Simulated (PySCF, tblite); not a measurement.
Compound: C₅H₈ClF₃Si.
SMILES with atom numbers: `[CH2:1]=[C:2]([CH2:3][Cl:4])[C@@H:5]([SiH3:6])[C:7]([F:8])([F:9])[F:10]` (hydrogens: H11, H12 on C1; H13, H14 on C3; H15 on C5; H16, H17, H18 on Si6)

Geometry (GFN2-xTB, Å), atoms numbered from 1 in this order:
```
atom  x, y, z in Å
C1     1.068    1.934   -0.374
C2     0.636    0.786    0.130
C3     1.462    0.029    1.118
Cl4    2.117   -1.443    0.332
C5    -0.652    0.172   -0.325
Si6   -0.461   -1.394   -1.448
C7    -1.576   -0.168    0.808
F8    -2.817   -0.432    0.363
F9    -1.211   -1.247    1.524
F10   -1.708    0.829    1.708
H11    0.493    2.493   -1.091
H12    2.012    2.360   -0.082
H13    2.316    0.618    1.448
H14    0.891   -0.310    1.982
H15   -1.188    0.921   -0.913
H16   -0.375   -2.608   -0.652
H17    0.683   -1.122   -2.308
H18   -1.698   -1.414   -2.234
```

Level of theory: PBE0/pcSseg-1 in PySCF (dipole) on a GFN2-xTB geometry, gas phase.

Take the most abundant isotopes and a rigid rotor. The values belong to one conformer with, in the numbering `[CH2:1]=[C:2]([CH2:3][Cl:4])[C@@H:5]([SiH3:6])[C:7]([F:8])([F:9])[F:10]`, C1–C2–C3–Cl4 -109°, C1–C2–C5–Si6 107°.

Task: Give the principal moments of inertia and the rotational constants in MHz.

Result: Ia = 404.21, Ib = 662.50, Ic = 739.29 u·Å²; 505379 MHz·u·Å²/I gives A = 1250, B = 762.8, C = 683.6 MHz.

Task: What kind of rotor is it?

Result: An asymmetric top; Ray's κ = -0.720.

Task: Is it planar, by Δ = Ic − Ia − Ib?

Result: Not planar: Δ = Ic − Ia − Ib = -327.42 u·Å². For a rigid frame Δ = −2 Σ m c², so Σ m c² = 163.71 u·Å² lies off the ab plane: 21.36 from hydrogen and 142.35 from heavier atoms. The atom farthest from that plane is 2.69 Å away.

Task: Give the other two planar moments, Paa and Pbb, and the rms extents of the mass along the axes.

Result: Paa = Σ m a² = (Ib + Ic − Ia)/2 = 498.79 and Pbb = Σ m b² = (Ia + Ic − Ib)/2 = 240.50 u·Å². With the mass M = 188.00 u, the rms extents √(P/M) along a, b and c are 1.63, 1.13, 0.93 Å.

Task: List the rotational levels J(Ka,Kc) to J = 4 (MHz).

Result: Above 0(0,0):
J = 1: 1(0,1) 1446, 1(1,1) 1934, 1(1,0) 2013
J = 2: 2(0,2) 4330, 2(1,2) 4748, 2(1,1) 4985, 2(2,1) 6448, 2(2,0) 6456
J = 3: 3(0,3) 8635, 3(1,3) 8963, 3(1,2) 9437, 3(2,2) 10787, 3(2,1) 10831, 3(3,1) 13427, 3(3,0) 13428
J = 4: 4(0,4) 14338, 4(1,4) 14574, 4(1,3) 15362, 4(2,3) 16566, 4(2,2) 16692, 4(3,2) 19229, 4(3,1) 19234, 4(4,1) 22904, 4(4,0) 22904
Those of J = 1 are B + C, A + C and A + B.

Task: Predict some low-J microwave lines.

Result: The dipole components are |μa| = 1.02 D, |μb| = 1.34 D, |μc| = 1.66 D. Intensities carry the squares of the components, which stand as 0.37 : 0.65 : 1.00 (a : b : c). Some lines, for components of 0.1 D or more:

```csv
type,branch,"J(Ka,Kc)",MHz,lower level (cm⁻¹)
c,Q,"2(1,2) ← 2(0,2)",417,0.144
c,Q,"1(1,1) ← 1(0,1)",487,0.048
b,Q,"1(1,0) ← 1(0,1)",567,0.048
a,R,"1(0,1) ← 0(0,0)",1446,0.000
b,Q,"2(2,1) ← 2(1,2)",1700,0.158
b,R,"1(1,1) ← 0(0,0)",1934,0.000
c,R,"1(1,0) ← 0(0,0)",2013,0.000
b,R,"2(1,2) ← 1(0,1)",3301,0.048
b,R,"2(2,1) ← 1(1,0)",4434,0.067
c,R,"2(2,1) ← 1(1,1)",4514,0.065
b,R,"2(2,0) ← 1(1,1)",4523,0.065
```

Task: Estimate the classical rotational partition function at 50 K, 100 K and 500 K.

Result: Point group C1, symmetry number σ = 1; q = (√π/σ)·√((kT/h)³/(ABC)), k/h = 20836.6 MHz/K: 73800 at 50 K, 209000 at 100 K, 2330000 at 500 K.

Its GFN2-xTB frequencies are all real (lowest 19 cm⁻¹). Constants of a rigid frame at the computed geometry: no zero-point averaging, no centrifugal distortion. A rigid rotor knows nothing of internal rotation, which can split or shift real lines. Quadrupole hyperfine structure (35Cl) is left out.
